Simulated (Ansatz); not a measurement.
Reaction (ligand exchange at the Si–O bond): `C=C[SiH2]O[SiH3]` + `[AsH3]` → `C=C[SiH2][AsH2]` + `O[SiH3]`

Calculated with Ansatz (gas phase, PBE0-D4/def2-TZVP geometries, no zero-point term in ΔE). CCSD(T)/CBS adds triple-zeta CCSD(T) − MP2 to the extrapolated MP2 energy (def2 sets, frozen cores). For As outer-core shells are correlated without core-valence functions, which leaves a few kJ/mol of doubt a bond. Scalar relativity is left out up to krypton. One conformer a species, not always the lowest.

```json
{"species": "`C=C[SiH2]O[SiH3]`", "MP2/CBS(def2) energy (Eh)": "-734.22202"}
{"species": "`[AsH3]`", "MP2/CBS(def2) energy (Eh)": "-2236.76315"}
{"species": "`C=C[SiH2][AsH2]`", "MP2/CBS(def2) energy (Eh)": "-2604.30248"}
{"species": "`O[SiH3]`", "MP2/CBS(def2) energy (Eh)": "-366.65375"}
```

Question: Work out ΔE.

Answer: ΔE = (-2604.30248) + (-366.65375) − (-734.22202) − (-2236.76315) = 0.02894 Eh = +76.0 kJ/mol. CCSD(T)/CBS gives +79.0 kJ/mol.

Largest T1 diagnostic among the species: 0.012.

In def2-TZVPP, CCSD(T) changes the Hartree–Fock value by −23.2 kJ/mol (the triples alone add −3.9 kJ/mol) and MP2 by −26.1 kJ/mol. From PBE to PBE0 (25 % exact exchange), in def2-TZVPP and without D4, ΔE moves by +6.9 kJ/mol.
